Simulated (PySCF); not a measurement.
## Sb⁺: excitation energy

Sb⁺ [Kr] 4d10 5s2 5p2 (3P) → Sb⁺ [Kr] 4d10 5s1 5p2 6s1 (5P), as a difference of total energies. Computed with PySCF 2.14 in aug-cc-pVTZ-PP with ECP28MDF, with a scalar-relativistic core potential. Correlated levels: valence: 4s2 4p6 4d10 frozen. The calculations carry no spin-orbit coupling.

```
           method  excitation energy (eV)
              UHF                  13.666
    MP2 (valence)                  14.516
SCS-MP2 (valence)                  14.851
   CCSD (valence)                  14.712
CCSD(T) (valence)                  14.742
```

How much does correlation contribute at CCSD(T) (valence)?

14.742 − (13.666) = 1.076 eV, measured against UHF.

The promoted electron is Rydberg-like, and one or two diffuse shells describe it only roughly, which tends to raise the upper state.
